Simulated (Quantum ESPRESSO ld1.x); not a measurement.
Results of a calculation; reference values are marked as such.
Task: These are the eigenvalues of the occupied orbitals of an atom or ion with whole-number occupations (eV). Code: ld1.x of Quantum ESPRESSO 7.5. Model: scalar-relativistic Kohn-Sham, relativistic LDA (MacDonald-Vosko exchange, VWN5 correlation), spin-unpolarised, spherical densities, point nucleus.

orbital  eigenvalue
1s         -18716.5
2s         -2628.68
2p         -2352.30
3s         -445.077
3p         -354.352
3d         -205.009
4s         -66.1189
4p         -42.0559
4d          -8.9601
5s          -7.0406
5p          -3.0404

Which element is it, and in what charge state? The configuration may be excited.

Result: Z = 41, niobium, charge 0: Nb in [Kr] 4d2 5s1 5p2. The list shows which subshells hold electrons but not how many an open one holds; the 1s level, -687.82 hartree, gives Z - s = 37.1 by -(Z - s)^2/2, which with screening and relativity narrows Z to a few neighbours, and the depths of the outer levels then fix element, charge and occupations together.
